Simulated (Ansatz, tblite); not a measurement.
Forces on NiI2 at its r2SCAN-D4/def2-TZVP geometry. Charge 0, multiplicity 1.

In the def2 sets I takes a core potential; there is no spin–orbit coupling. The xTB rows come from tblite. The restricted singlet is unstable towards broken spin symmetry in Hartree–Fock (as tested in another run); at PBE-D4/def2-TZVP this wasn't settled. At PBE-D4/def2-TZVP an occupied level lies above an empty one. In the singlet, I2 and I3 lie 2.93 Å apart (atoms count from 1), so these atoms are partly bonded to each other. Another isomer (triplet) lies 3.10 eV lower at PBE0-D4/def2-TZVP; other spin states weren't run for this one.

GFN1-xTB (tblite), largest force 0.70 eV/Å:

```xyz
3
positions Å, forces eV/Å
Ni    0.069    1.650    1.112    0.000    0.031   -0.043
I    -0.001   -0.605    0.892   -0.017   -0.171   -0.644
I    -0.068   -1.045   -2.004    0.017    0.140    0.687
```

GFN2-xTB (tblite), largest force 1.01 eV/Å:

```
Ni 0.020 0.649 0.056
I -0.035 -0.748 -0.670
I 0.014 0.099 0.614
```

PBE-D4/def2-TZVP (Ansatz), largest force 0.26 eV/Å:

```
Ni 0.008 0.249 0.036
I -0.009 -0.247 -0.082
I 0.001 -0.002 0.046
```
